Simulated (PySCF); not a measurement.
bromine monochloride (BrCl), SMILES ClBr.

The structure is a stationary point at PBE0-D3(BJ)/def2-TZVP.

Computed with TDA-ωB97X/def2-TZVPD (PySCF 2.14.0).

Vertical excitations; the highest root listed may be one member of a degenerate set. Gas-phase values at a fixed geometry. State labels are in the subgroup C2v.

Problem. Estimate the UV-visible absorptions. (The exact figures need the calculation; the answer reports its results.)

Solution. 
```
state  symmetry  energy (eV)  λ (nm)      f                                              main pairs
-----  --------  -----------  ------  -----  ------------------------------------------------------
S1           B2         3.44     361  0.000                              HOMO→LUMO (degenerate set)
S2           B1         3.44     361  0.000                            HOMO−1→LUMO (degenerate set)
S3           B2         6.15     202  0.000                            HOMO−2→LUMO (degenerate set)
S4           B1         6.15     202  0.000                            HOMO−3→LUMO (degenerate set)
S5           B2         8.26     150  0.023               HOMO→LUMO+5, HOMO→LUMO+4 (degenerate set)
S6           B1         8.26     150  0.023           HOMO−1→LUMO+5, HOMO−1→LUMO+4 (degenerate set)
S7           A1         8.93     139  0.458  HOMO−4→LUMO 37 %, HOMO→LUMO+3 24 %, HOMO−1→LUMO+2 24 %
S8           B2         9.02     137  0.075                            HOMO→LUMO+1 (degenerate set)
S9           B1         9.02     137  0.075                          HOMO−1→LUMO+1 (degenerate set)
S10          A1         9.12     136  0.000                    HOMO→LUMO+3 47 %, HOMO−1→LUMO+2 47 %
T1           B1         2.60     476      0                            HOMO−1→LUMO (degenerate set)
T2           B2         2.60     476      0                              HOMO→LUMO (degenerate set)
T3           B2         5.29     234      0                            HOMO−2→LUMO (degenerate set)
T4           B1         5.29     234      0                            HOMO−3→LUMO (degenerate set)
```
Triplets are in the Tamm–Dancoff approximation.
